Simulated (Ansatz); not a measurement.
Reaction (ligand exchange at a B–O bond): `OB(O)F` + dimethylamine → `CN(C)B(O)F` + H₂O

Isolated molecules relaxed with PBE0-D4/def2-TZVP in Ansatz; ΔE leaves out vibrations. CCSD(T)/CBS is the MP2 limit (def2-TZVPP, def2-QZVPP) plus CCSD(T) − MP2 in def2-TZVPP, frozen cores. This one scheme is used for every species. DFT in def2-TZVPP. One conformer a species, not always the lowest.

CCSD(T)/CBS gives +20.3 kJ/mol.

**Question.** Another level gave +26.3 kJ/mol. Which?
A. LDA (SPW92)/def2-TZVPP
B. PBE-D4/def2-TZVPP
C. HF/def2-TZVPP
D. r2SCAN-D4/def2-TZVPP

**Answer.** D. r2SCAN-D4 26.3, LDA (SPW92) 16.5, PBE-D4 21.9, HF/def2-TZVPP 44.1 kJ/mol.

Largest T1 diagnostic among the species: 0.012.

Leaving LDA and LC-ωPBE aside and taking each functional with its dispersion term where it has one, the values, not all of them listed here, spread over 9.6 kJ/mol, from revPBE-D4 to B97M-V. LDA lies −10.8 kJ/mol from PBE without D4. In def2-TZVPP, CCSD(T) changes the Hartree–Fock value by −20.3 kJ/mol (the triples alone add −2.7 kJ/mol) and MP2 by −22.4 kJ/mol. The D4 term adds −8.3 kJ/mol with B3LYP and −4.8 kJ/mol with PBE0; it sums over pairs of atoms, weighted by their polarisabilities, and B3LYP, whose exchange is more repulsive, gets the larger term.

B3LYP here is the variant with VWN-RPA as its local correlation; programs differ in this.
